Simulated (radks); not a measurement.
Species: Os+. Configuration: [Xe] 4f14 5d7 (not the ground configuration). Calculated with a radial shooting solver on a logarithmic mesh with Libxc functionals: Dirac Kohn-Sham, PBE, spin-unpolarised, spherical densities, point nucleus; open shells fill j = l - 1/2 first.

X-ray form factor f0, the Fourier transform of the density (f0(0) = 75):

| sin(theta)/lambda (1/angstrom) | f0 (electrons) |
|---|---|
| 0.05 | 74.102 |
| 0.1 | 71.668 |
| 0.15 | 68.279 |
| 0.2 | 64.495 |
| 0.25 | 60.686 |
| 0.3 | 57.039 |
| 0.4 | 50.496 |
| 0.5 | 44.963 |
| 0.6 | 40.265 |
| 0.8 | 32.644 |
| 1 | 26.755 |
| 1.25 | 21.458 |
| 1.5 | 18.045 |
| 2 | 14.239 |
